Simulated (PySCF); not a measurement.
Predicted microwave data (wB97X-D/def2-SVPD in PySCF (dipole) on a GFN2-xTB geometry, gas phase) for one isomer of C5H6OS:

```
Rotational constants : A = 4528, B = 1719, C = 1358 MHz
Dipole components    : |μa| = 1.38 D, |μb| = 0.27 D, |μc| = 0.26 D
Inertial defect      : -33.45 u·Å²
κ                    : -0.77
```

Problem. Which structure is it? (One computed conformer of each.)
A. `[OH:1][CH2:2][c:3]1[cH:4][cH:5][cH:6][s:7]1` with H–O1–C2–C3 59°, O1–C2–C3–C4 85° (2-thiophenemethanol)
B. `[SH:1][CH2:2][c:3]1[cH:4][cH:5][cH:6][o:7]1` with H–S1–C2–C3 -59°, S1–C2–C3–C4 -87°

Solution. A. It is OCc1cccs1, an asymmetric top, point group C1. The candidates at the same level (rigid rotor, commonest isotopes):

| SMILES | A (MHz) | B (MHz) | C (MHz) | μa (D) | μb (D) | μc (D) | Δ (u·Å²) | point group | rotor |
| --- | --- | --- | --- | --- | --- | --- | --- | --- | --- |
| SCc1ccco1 | 5912 | 1293 | 1207 | 1.41 | 0.04 | 0.59 | -57.68 | C1 | near-prolate asymmetric top |
| OCc1cccs1 | 4528 | 1719 | 1358 | 1.38 | 0.27 | 0.26 | -33.45 | C1 | asymmetric top |

`SCc1ccco1` has A 31 % too high. No structure here is proved a minimum.
